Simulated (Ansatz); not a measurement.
(LiBr)2 ring (Li₂Br₂). Total charge 0; singlet. Geometry r2SCAN-D4/def2-TZVP, basis def2-TZVP, Ansatz.

```xyz
4

Li    0.756    0.977   -0.541
Br   -0.906   -0.236   -1.693
Li   -0.755   -0.978    0.540
Br    0.906    0.237    1.693
```

```json
{"run": "A", "HOMO (eV)": "-9.95", "LUMO (eV)": "0.41"}
{"run": "B", "HOMO (eV)": "-6.69", "LUMO (eV)": "-0.79"}
{"run": "C", "HOMO (eV)": "-6.19", "LUMO (eV)": "-1.46"}
{"run": "D", "HOMO (eV)": "-7.62", "LUMO (eV)": "-0.89"}
{"run": "E", "HOMO (eV)": "-7.83", "LUMO (eV)": "-0.50"}
{"run": "F", "HOMO (eV)": "-8.92", "LUMO (eV)": "-0.40"}
```

Task: The runs used BLYP, CAM-B3LYP, PBE0, r2SCAN, r2SCAN0, ωB97X-V. Estimate which is which.

Result: A ωB97X-V (range-separated); B r2SCAN (0 % exact exchange); C BLYP (0 % exact exchange); D PBE0 (25 % exact exchange); E r2SCAN0 (25 % exact exchange); F CAM-B3LYP (range-separated). Exact exchange lowers occupied and raises empty levels; among semilocal functionals meta-GGAs tend to open the gap a little, and such runs are hard to tell apart. The gap grows from 4.73 eV (BLYP) to 10.36 eV (ωB97X-V).
